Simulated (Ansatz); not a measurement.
Species: C3H9BrSi, net charge 0, singlet state. 
Structure (B3LYP-D3(BJ)/def2-TZVP (Ansatz, an electronic-structure program) minimum search):
```
Si
C 1 1.8667
H 2 1.0910 1 111.02
H 2 1.0910 3 108.11 1 122.01
H 2 1.0935 3 108.20 4 116.96
C 1 1.8667 2 111.58 3 -57.06
H 6 1.0910 1 111.02 2 57.06
H 6 1.0910 7 108.11 1 -122.01
H 6 1.0935 7 108.20 8 -116.96
C 1 1.8667 2 111.58 3 177.36
H 10 1.0910 1 111.02 2 -177.36
H 10 1.0910 11 108.11 1 -122.01
H 10 1.0935 11 108.20 12 -116.96
Br 1 2.2651 2 107.27 3 60.15
```
Charge 0, spin multiplicity 1.

Dipole moments at this geometry, in debye (magnitudes).

| level | program | dipole (D) |
|---|---|---|
| SVWN5/def2-TZVPD | Ansatz | 2.51 |
| PBE/def2-TZVPD | Ansatz | 2.44 |
| revPBE/def2-TZVPD | Ansatz | 2.43 |
| r2SCAN/def2-TZVPD | Ansatz | 2.51 |
| B3LYP/def2-TZVPD | Ansatz | 2.49 |
| PBE0/def2-TZVPD | Ansatz | 2.52 |
| r2SCANh/def2-TZVPD | Ansatz | ? |
| LC-wPBE/def2-TZVPD | Ansatz | 2.58 |
| CCSD(T)/def2-SVPD | Ansatz | ? |

Task: Some entries are withheld; supply them.

Result: 
- r2SCANh/def2-TZVPD, dipole (D): 2.53
- CCSD(T)/def2-SVPD, dipole (D): 2.46
